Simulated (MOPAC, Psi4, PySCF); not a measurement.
Two rigid molecules brought together: HCl ··· C2H6 (SMILES Cl and CC). Monomers: optimised at B3LYP-D3(BJ) (def2-TZVP), held rigid. Orientation: a random orientation, not optimised. The monomers approach along the line of their centres of mass (distance R); nothing else relaxes.

Geometry at R = 3.82 Å (first 2 atoms: monomer A):
```
10

Cl     0.6410     0.0000     0.0000
H     -0.6410     0.0000     0.0000
C      1.5949     3.4418     0.3198
C      1.2823     3.7193     1.7877
H      0.6918     3.1818    -0.2360
H      2.2973     2.6127     0.2134
H      2.0394     4.3142    -0.1632
H      0.8375     2.8469     2.2706
H      2.1854     3.9788     2.3437
H      0.5801     4.5485     1.8941
```

Methods: AM1, restricted, heats of formation (MOPAC); RKS-M06-2X/6-31G* = restricted M06-2X/6-31G*, spherical d, no counterpoise correction run with PySCF; RKS-B3LYP/6-31G* = restricted B3LYP/6-31G*, spherical d, no counterpoise correction run with PySCF; wB97X-D/def2-TZVP, counterpoise-corrected (Psi4).

Interaction energies in kcal/mol; the last columns give the difference from wB97X-D:

```json
[
 {"R / Å": "3.19", "AM1": "2.44", "RKS-M06-2X/6-31G*": "3.66", "RKS-B3LYP/6-31G*": "6.36", "wB97X-D/def2-TZVP": "5.04", "AM1 − wB97X-D/def2-TZVP": "-2.60", "RKS-M06-2X/6-31G* − wB97X-D/def2-TZVP": "-1.37", "RKS-B3LYP/6-31G* − wB97X-D/def2-TZVP": "1.32"},
 {"R / Å": "3.41", "AM1": "0.94", "RKS-M06-2X/6-31G*": "1.00", "RKS-B3LYP/6-31G*": "3.02", "wB97X-D/def2-TZVP": "1.93", "AM1 − wB97X-D/def2-TZVP": "-0.99", "RKS-M06-2X/6-31G* − wB97X-D/def2-TZVP": "-0.93", "RKS-B3LYP/6-31G* − wB97X-D/def2-TZVP": "1.09"},
 {"R / Å": "3.60", "AM1": "0.44", "RKS-M06-2X/6-31G*": "0.03", "RKS-B3LYP/6-31G*": "1.56", "wB97X-D/def2-TZVP": "0.62", "AM1 − wB97X-D/def2-TZVP": "-0.18", "RKS-M06-2X/6-31G* − wB97X-D/def2-TZVP": "-0.58", "RKS-B3LYP/6-31G* − wB97X-D/def2-TZVP": "0.94"},
 {"R / Å": "3.82", "AM1": "0.23", "RKS-M06-2X/6-31G*": "-0.37", "RKS-B3LYP/6-31G*": "0.72", "wB97X-D/def2-TZVP": "-0.07", "AM1 − wB97X-D/def2-TZVP": "0.30", "RKS-M06-2X/6-31G* − wB97X-D/def2-TZVP": "-0.30", "RKS-B3LYP/6-31G* − wB97X-D/def2-TZVP": "0.79"},
 {"R / Å": "4.00", "AM1": "0.16", "RKS-M06-2X/6-31G*": "-0.45", "RKS-B3LYP/6-31G*": "0.39", "wB97X-D/def2-TZVP": "-0.28", "AM1 − wB97X-D/def2-TZVP": "0.43", "RKS-M06-2X/6-31G* − wB97X-D/def2-TZVP": "-0.17", "RKS-B3LYP/6-31G* − wB97X-D/def2-TZVP": "0.66"},
 {"R / Å": "4.19", "AM1": "0.11", "RKS-M06-2X/6-31G*": "-0.43", "RKS-B3LYP/6-31G*": "0.21", "wB97X-D/def2-TZVP": "-0.34", "AM1 − wB97X-D/def2-TZVP": "0.45", "RKS-M06-2X/6-31G* − wB97X-D/def2-TZVP": "-0.09", "RKS-B3LYP/6-31G* − wB97X-D/def2-TZVP": "0.55"},
 {"R / Å": "4.50", "AM1": "0.05", "RKS-M06-2X/6-31G*": "-0.36", "RKS-B3LYP/6-31G*": "0.09", "wB97X-D/def2-TZVP": "-0.32", "AM1 − wB97X-D/def2-TZVP": "0.37", "RKS-M06-2X/6-31G* − wB97X-D/def2-TZVP": "-0.04", "RKS-B3LYP/6-31G* − wB97X-D/def2-TZVP": "0.41"},
 {"R / Å": "4.79", "AM1": "0.02", "RKS-M06-2X/6-31G*": "-0.28", "RKS-B3LYP/6-31G*": "0.06", "wB97X-D/def2-TZVP": "-0.26", "AM1 − wB97X-D/def2-TZVP": "0.28", "RKS-M06-2X/6-31G* − wB97X-D/def2-TZVP": "-0.02", "RKS-B3LYP/6-31G* − wB97X-D/def2-TZVP": "0.32"},
 {"R / Å": "5.33", "AM1": "0.00", "RKS-M06-2X/6-31G*": "-0.12", "RKS-B3LYP/6-31G*": "0.04", "wB97X-D/def2-TZVP": "-0.15", "AM1 − wB97X-D/def2-TZVP": "0.15", "RKS-M06-2X/6-31G* − wB97X-D/def2-TZVP": "0.03", "RKS-B3LYP/6-31G* − wB97X-D/def2-TZVP": "0.19"},
 {"R / Å": "5.99", "AM1": "0.00", "RKS-M06-2X/6-31G*": "-0.02", "RKS-B3LYP/6-31G*": "0.02", "wB97X-D/def2-TZVP": "-0.07", "AM1 − wB97X-D/def2-TZVP": "0.07", "RKS-M06-2X/6-31G* − wB97X-D/def2-TZVP": "0.05", "RKS-B3LYP/6-31G* − wB97X-D/def2-TZVP": "0.09"},
 {"R / Å": "7.02", "AM1": "0.00", "RKS-M06-2X/6-31G*": "0.00", "RKS-B3LYP/6-31G*": "0.01", "wB97X-D/def2-TZVP": "-0.02", "AM1 − wB97X-D/def2-TZVP": "0.02", "RKS-M06-2X/6-31G* − wB97X-D/def2-TZVP": "0.03", "RKS-B3LYP/6-31G* − wB97X-D/def2-TZVP": "0.03"},
 {"R / Å": "8.30", "AM1": "0.00", "RKS-M06-2X/6-31G*": "0.00", "RKS-B3LYP/6-31G*": "0.00", "wB97X-D/def2-TZVP": "-0.01", "AM1 − wB97X-D/def2-TZVP": "0.01", "RKS-M06-2X/6-31G* − wB97X-D/def2-TZVP": "0.01", "RKS-B3LYP/6-31G* − wB97X-D/def2-TZVP": "0.01"}
]
```

AM1 is furthest from wB97X-D/def2-TZVP at 3.19 (-2.60 kcal/mol, below); its mean absolute difference over the points is 0.49 kcal/mol.

RKS-M06-2X/6-31G* is furthest from wB97X-D/def2-TZVP at 3.19 (-1.37 kcal/mol, below); its mean absolute difference over the points is 0.30 kcal/mol.

RKS-B3LYP/6-31G* is furthest from wB97X-D/def2-TZVP at 3.19 (1.32 kcal/mol, above); its mean absolute difference over the points is 0.53 kcal/mol.
